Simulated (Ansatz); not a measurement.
Cartesian coordinates in Å:
```
Cl 2.644 -0.384 -0.141
Si 0.742 0.046 -0.851
C -0.579 -0.651 0.319
Al -0.525 1.269 0.673
H 0.721 -0.350 -2.284
H -0.438 -1.534 0.940
H -1.486 -0.784 -0.298
H -1.078 2.389 1.641
```

The species carries charge 0 and has multiplicity 1.

List the PBE/def2-TZVPP orbital energies in eV (Ansatz 0.2.0). (An estimate is asked.)

The calculation gave: Occupied: -2738.73, -1780.21, -1507.13, -268.59, -249.30, -189.99, -189.83, -189.83, -137.85, -107.38, -94.65, -94.55, -94.54, -69.51, -69.28, -69.22, -20.27, -16.98, -12.43, -10.58, -10.15, -9.07, -8.97, -8.08, -7.66, -6.40, -5.23. Lowest empty: -2.80, -1.63, -0.65, -0.30, 0.73, 0.84, 1.50, 1.71.
